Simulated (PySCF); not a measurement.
Species: C₇H₁₂OSSi.
Bonds: C1–Si2, Si2–C3, Si2–C4, Si2–O5, O5–C6, C6–C7 (aromatic), C7–C8 (aromatic), C8–S9 (aromatic), S9–C10 (aromatic), C6–C10 (aromatic). Hydrogens: H11, H12, H13 on C1; H14, H15, H16 on C3; H17, H18, H19 on C4; H20 on C7; H21 on C8; H22 on C10.

The geometry is computed with GFN2-xTB (gas phase).

Q: List the bond lengths, angles and torsions at this level.

A: 
```
                   bond  length (Å)
         C1–Si2, Si2–C3       1.909
                 Si2–C4       1.896
                 Si2–O5       1.646
                  O5–C6       1.344
                  C6–C7       1.422
                  C7–C8       1.355
                  C8–S9       1.718
                 S9–C10       1.718
                 C6–C10       1.364
C1–H11 and 8 like bonds       1.086
                 C7–H20       1.074
                 C8–H21       1.071
                C10–H22       1.070
```

Bonds in one row agree within 0.01 Å and their mean is given. A selection of angles:
```
    angle  degrees
C1–Si2–C3    109.6
C1–Si2–C4    111.5
C1–Si2–O5    111.5
C4–Si2–O5    101.0
Si2–O5–C6    133.6
 O5–C6–C7    125.7
O5–C6–C10    122.2
C7–C6–C10    112.2
 C6–C7–C8    112.5
 C7–C8–S9    112.1
C8–S9–C10     91.2
C6–C10–S9    111.9
```

Torsions: C1–Si2–O5–C6 -61° (synclinal); Si2–O5–C6–C7 0° (synperiplanar).

The 3 C–C bonds span 1.355 Å (C7–C8, aromatic) to 1.422 Å (C6–C7, aromatic), a spread of 0.067 Å. The 5-membered ring C6–C7–C8–S9–C10 has internal angles of 91.2° to 112.5° (sum 540°, against 540° for a flat polygon); it is planar, 0.00 Å rms from its mean plane, widest ring torsion 0°. Of the pairs four or more bonds apart, Si2···H20 is among the closest relative to their van der Waals radii: 3.07 Å, 93 % of the sum of Bondi's values. Si2 (oxygen-bound silicon) is distorted tetrahedral (angles from 101.0° to 111.5°).

Point group: Cs (every atom within 0.08 Å of its image). Stationary, but not proved a minimum. The numbers are those of one conformer.
